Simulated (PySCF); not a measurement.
H$_{2}$S$_{2}$, charge +1, doublet, geometry from GFN2-xTB (a state made from the parent by changing its charge; the spin is typed, not shown lowest); BLYP/6-31G (PySCF).

Input for PySCF:
```python
from pyscf import gto, scf, dft

mol = gto.Mole()
mol.atom = '''
    S    -0.80955851   -0.03765018    0.59460666
    S     0.80955851    0.03765018   -0.59460666
    H    -1.71863123   -0.08126760   -0.40514565
    H     1.71863123    0.08126760    0.40514566
'''
mol.basis = '6-31g'
mol.charge = 1
mol.spin = 1
mol.verbose = 5
mol.build()

mf = dft.UKS(mol)
mf.xc = 'blyp'
mf.kernel()
```

It wrote (shortened):

```
PySCF version 2.14.0

[INPUT] verbose = 5
[INPUT] max_memory = 4000
[INPUT] num. atoms = 4
[INPUT] num. electrons = 33
[INPUT] charge = 1
[INPUT] spin (= nelec alpha-beta = 2S) = 1
[INPUT] symmetry False subgroup None
[INPUT] Mole.unit = angstrom
[INPUT] Symbol           X                Y                Z      unit          X                Y                Z       unit  Magmom
[...]
[INPUT] ---------------- BASIS SET ----------------
[INPUT] l, kappa, [nprim/nctr], expnt,             c_1 c_2 ...
[INPUT] S
[...]
                                3301.49           0.01423
                                754.146           0.069696
                                212.711           0.238487
                                67.9896           0.483307
                                23.0515           0.338074
[...]
                                100.71            -0.031693
                                32.1599           -0.113317
                                11.8079           0.05609
                                4.6311            0.592255
                                1.87025           0.455006
[...]
                                0.922167          0.066957
                                0.341287          1.05451
[...]
                                100.71            0.030681
                                32.1599           0.130452
                                11.8079           0.327205
                                4.6311            0.452851
                                1.87025           0.256042
[...]
                                0.922167          0.310263
                                0.341287          0.754483
[...]
[INPUT] H
[...]
                                2.8253937         0.23472695
                                0.6401217         0.81375733
[...]
nuclear repulsion = 86.7332908192168
number of shells = 18
number of NR pGTOs = 100
number of NR cGTOs = 30
basis = 6-31g
ecp = {}

******** <class 'pyscf.dft.uks.UKS'> ********
method = UKS
initial guess = minao
damping factor = 0
level_shift factor = 0
DIIS = <class 'pyscf.scf.diis.CDIIS'>
diis_start_cycle = 1
diis_space = 8
diis_damp = 0
SCF conv_tol = 1e-09
SCF conv_tol_grad = None
SCF max_cycles = 50
direct_scf = True
direct_scf_tol = 1e-13
number electrons alpha = 17  beta = 16
XC library pyscf.dft.libxc version 7.1.2
    S. Lehtola, C. Steigemann, M. J. T. Oliveira, and M. A. L. Marques,  SoftwareX 7, 1–5 (2018)
XC functionals = blyp
[...]
 -6.83878598e-01 -6.62597137e-01 -5.88301156e-01 -5.62103026e-01
 -4.77645408e-01 -3.27428220e-01 -2.51601649e-01 -2.32765415e-01
  4.48469629e-02  6.38357774e-02  6.55853687e-02  8.01914172e-02
  8.81667136e-02  1.20986393e-01  1.32003905e-01  2.25294311e-01
  5.13851139e-01  5.69165949e-01]
  beta  mo_energy =
[-8.84402914e+01 -8.84402490e+01 -8.00725424e+00 -8.00714252e+00
 -6.03848899e+00 -6.03820238e+00 -6.03156745e+00 -6.03151724e+00
 -6.02534285e+00 -6.02532478e+00 -1.06203695e+00 -8.95959028e-01
 -6.78774725e-01 -6.54024371e-01 -5.57934772e-01 -5.52961243e-01
 -4.42278834e-01 -3.17769883e-01 -2.47539815e-01 -2.29523582e-01
  5.20408381e-02  6.85801436e-02  7.83885025e-02  8.36095687e-02
  9.26276319e-02  1.35047253e-01  1.37193065e-01  2.38669002e-01
  5.13010706e-01  5.68173339e-01]
multiplicity <S^2> = 0.75083166  2S+1 = 2.0008315
nelec by numeric integration = [17.00000072 16.00000062]
E1 = -1263.2616634012034  E2 = 379.39806724702527  Ecoul = 431.21664063307213  Exc = -51.818573386046864
cycle= 8 E= -797.130305334961  delta_E= -7.44e-11  |g|= 9.76e-07  |ddm|= 2.35e-05
  alpha mo_energy =
[-8.84431190e+01 -8.84430764e+01 -8.00992340e+00 -8.00980711e+00
 -6.04015349e+00 -6.03987132e+00 -6.03330640e+00 -6.03325394e+00
 -6.03291081e+00 -6.03288912e+00 -1.07551254e+00 -9.10911939e-01
 -6.83878362e-01 -6.62596880e-01 -5.88301042e-01 -5.62102632e-01
 -4.77645217e-01 -3.27428033e-01 -2.51601476e-01 -2.32765206e-01
  4.48471551e-02  6.38358694e-02  6.55854815e-02  8.01914821e-02
  8.81669499e-02  1.20986496e-01  1.32003966e-01  2.25294339e-01
  5.13851415e-01  5.69166216e-01]
  beta  mo_energy =
[-8.84402910e+01 -8.84402485e+01 -8.00725391e+00 -8.00714218e+00
 -6.03848863e+00 -6.03820202e+00 -6.03156708e+00 -6.03151686e+00
 -6.02534252e+00 -6.02532441e+00 -1.06203703e+00 -8.95958840e-01
 -6.78774601e-01 -6.54024165e-01 -5.57934663e-01 -5.52960899e-01
 -4.42278662e-01 -3.17769742e-01 -2.47539706e-01 -2.29523503e-01
  5.20410609e-02  6.85802704e-02  7.83885921e-02  8.36096407e-02
  9.26278432e-02  1.35047362e-01  1.37193176e-01  2.38669089e-01
  5.13010734e-01  5.68173378e-01]
multiplicity <S^2> = 0.75083167  2S+1 = 2.0008315
nelec by numeric integration = [17.00000072 16.00000062]
E1 = -1263.2616597569831  E2 = 379.39806360281204  Ecoul = 431.2166365946358  Exc = -51.818572991823785
Extra cycle  E= -797.130305334954  delta_E= 7.05e-12  |g|= 2.6e-06  |ddm|= 5.46e-06
converged SCF energy = -797.130305334954  <S^2> = 0.75083167  2S+1 = 2.0008315
```
